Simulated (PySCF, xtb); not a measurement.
Ge(Cl)(OH)2(OMe) (CH5ClGeO3), SMILES C[O][Ge]([OH])([OH])[Cl].

xtb with GFN2-xTB at its own geometry gives an orbital gap of 6.23 eV and a dipole moment of 1.30 D.

Coordinates come from a PBE-D3(BJ)/def2-SVP optimisation. One conformer was computed; it need not be the lowest.

Task: What does r2SCAN/def2-TZVP run with PySCF give? (An estimate is asked for; the answer gives what the named calculation found.)

Result: gap 5.73 eV (levels -7.27 and -1.54 eV), dipole 2.13 D.
